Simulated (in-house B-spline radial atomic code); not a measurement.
Ionisation energies along the 36-electron series, configuration [Ar] 3d10 4s2 4p6, as differences of self-consistent energies. NIST's values go from ground level to ground level; the uncertainty of those that are theory runs from under 0.1 % in few-electron ions to several per cent in heavy many-electron ones. Computed with a radial B-spline atomic code at the basis-set limit: non-relativistic Hartree-Fock, average of the configuration, point nuclei.

This level leaves out relativity, spin-orbit splitting included, which matters for heavy ions.

```tsv
ion	configuration after	ionisation energy (eV)	IE/(q+1)² (eV)	-ε less Coulomb ΔSCF (eV)	tabulated value (eV)	tabulated kind	computed minus tabulated (eV)
Sm26+	[Ar] 3d10 4s2 4p5	971.0	1.3319	0.63029	976	tabulated theory	-5.0
Eu27+	[Ar] 3d10 4s2 4p5	?	?	?	?	tabulated theory	?
Gd28+	[Ar] 3d10 4s2 4p5	1093.8	1.3006	0.63035	1100	tabulated theory	-6.2
Tb29+	[Ar] 3d10 4s2 4p5	?	?	?	?	tabulated theory	?
Dy30+	[Ar] 3d10 4s2 4p5	1223.5	1.2731	0.63064	1232	tabulated theory	-8.5
Ho31+	[Ar] 3d10 4s2 4p5	1290.9	1.2606	0.63085	1300	tabulated theory	-9.1
Er32+	[Ar] 3d10 4s2 4p5	1360.0	1.2488	0.6311	1370	tabulated theory	-10.0
Tm33+	[Ar] 3d10 4s2 4p5	1430.8	1.2377	0.63138	1442	tabulated theory	-11.2
```

Question: Fill in the row of Eu27+.

Answer: ionisation energy (eV): 1031.5; IE/(q+1)² (eV): 1.3157; -ε less Coulomb ΔSCF (eV): 0.63029; tabulated value (eV): 1037; computed minus tabulated (eV): -5.5.

Question: Fill in the row of Tb29+.

Answer: ionisation energy (eV): 1157.8; IE/(q+1)² (eV): 1.2864; -ε less Coulomb ΔSCF (eV): 0.63047; tabulated value (eV): 1165; computed minus tabulated (eV): -7.2.
